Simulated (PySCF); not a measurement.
Assignment exercise: C₅H₇FO₂

Cartesian coordinates in Å; atom numbers follow the order of the lines, from 1:
```xyz
15

C     3.267    0.198    0.195
C     2.015    0.463   -0.167
F     1.717    1.372   -1.087
C     0.844   -0.243    0.437
O     0.947   -1.097    1.279
O    -0.305    0.190   -0.066
C    -1.486   -0.425    0.451
C    -2.671    0.178   -0.254
H     3.438   -0.562    0.957
H     4.107    0.726   -0.259
H    -1.416   -1.513    0.296
H    -1.521   -0.262    1.541
H    -2.718    1.264   -0.086
H    -2.615    0.000   -1.338
H    -3.601   -0.271    0.123
```

- σ from GIAO-PBE0/pcSseg-1
- PBE0-D3(BJ)/def2-SVP geometry
- spin–spin couplings from B3LYP/pcJ-1 (spin–dipole term only in couplings to heteroatoms)
- program: PySCF
- one computed conformer, equivalent nuclei averaged, no relativistic terms, no solvent

δ = σ(ref) − σ, references computed at the same level: TMS for ¹³C (σ = 184.41 ppm) and ¹H (σ = 31.27 ppm).

Problem. Assign these signals to the numbered atoms. ¹³C{¹H} NMR (computed): δ 164.9 (C, d, J = 31.2 Hz), 162.9 (C, d, J = 354.0 Hz), 109.7 (CH2, d, J = 14.4 Hz), 62.2 (CH2), 15.0 (CH3).

Solution. 
```tsv
δ (ppm)	atoms	environment	reason
164.9	C4	ester carbonyl carbon	it is a carbonyl in resonance with an O or N lone pair, the region of acids, esters and amides
162.9	C2	α carbon of a C=C–C=O unit	as expected for a trigonal carbon in a double bond
109.7	C1	β carbon of a C=C–C=O unit	–
62.2	C7	sp3 CH2 bonded to O	the inductive effect lowers its shielding
15.0	C8	methyl carbon	a saturated carbon with 1 carbon neighbour and no heteroatom attached
```

C4 and C2 lie closer than the usual error of such a calculation, so a measured spectrum could show them in the other order.

Problem. Assign these signals to the numbered atoms. ¹H NMR (300 MHz, computed): δ 6.07 (dd, J = 36.9, 1.6 Hz, 1H), 5.40 (dd, J = 9.3, 1.6 Hz, 1H), 3.95 (q, J = 8.2 Hz, 2H), 1.38 (t, J = 8.2 Hz, 3H).

Solution. 
```tsv
δ (ppm)	atoms	environment	reason
6.07	H9	hydrogen on a β carbon of a C=C–C=O unit	olefinic region
5.40	H10	hydrogen on a β carbon of a C=C–C=O unit	–
3.95	H11/H12	hydrogen on an sp3 CH2 bonded to O	its carbon carries O, an electronegative neighbour
1.38	H13/H14/H15	hydrogen on a methyl carbon	–
```

C–F couplings over four or more bonds (about 3 Hz to the para carbon of a fluoroarene) are left out. Common functionals overestimate the size of one-bond C–F couplings by tens of Hz; these are unscaled. Splittings below 1 Hz are ignored in the labels, and close J values are merged. Unscaled 3J(H,H) at this level run about 10 % above measured values. Shifts are as computed. Against solution values, carbons near 30 ppm lie about +2 ppm off and those near 130 ppm about +5 ppm. Of 1211 compounds with measured shifts, 218 miss one by over three times the rms of a fit or turn the order of signals round; such compounds aren't used in these exercises.
